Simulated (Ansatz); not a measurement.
Start from `[SiH3]C1C=N1` and change one atom or group to get `SC1C=N1`.

Ansatz, PBE0-D4/def2-TZVP geometries, multiplicity 1. Each molecule was computed in one conformer, which needn't be the lowest.

| property | `[SiH3]C1C=N1` |
| --- | --- |
| HOMO energy (PBE/def2-TZVPP) / eV | -6.73 |
| HOMO–LUMO gap (ωB97M-V/def2-TZVPP) / eV | 11.67 |
| HOMO energy (B3LYP/def2-TZVPP) / eV | -7.79 |
| LUMO energy (B3LYP/def2-TZVPP) / eV | -1.10 |
| LUMO energy (ωB97M-V/def2-TZVPP) / eV | 1.40 |
| zero-point energy (PBE0-D4/def2-TZVP) / kJ/mol | 157.4 |

Question: What does the change do to each property? (Estimate.)

Answer: The calculation gave: 
```
                                      property  `SC1C=N1`  shift
             HOMO energy (PBE/def2-TZVPP) / eV      -5.88   0.85
       HOMO–LUMO gap (ωB97M-V/def2-TZVPP) / eV      10.64  -1.03
           HOMO energy (B3LYP/def2-TZVPP) / eV      -6.88   0.91
           LUMO energy (B3LYP/def2-TZVPP) / eV      -1.24  -0.14
         LUMO energy (ωB97M-V/def2-TZVPP) / eV       1.32  -0.08
zero-point energy (PBE0-D4/def2-TZVP) / kJ/mol      117.6  -39.8
```

With PBE0 the HOMO rises by 0.91 eV and the LUMO falls by 0.14 eV, so the gap narrows by about 1.05 eV. PBE moves the HOMO by 0.85 eV and ωB97M-V by 0.95 eV. The zero-point energy changes by -39.8 kJ/mol with -6 modes.

B3LYP here is the variant with VWN-RPA as its local correlation; programs differ in this.
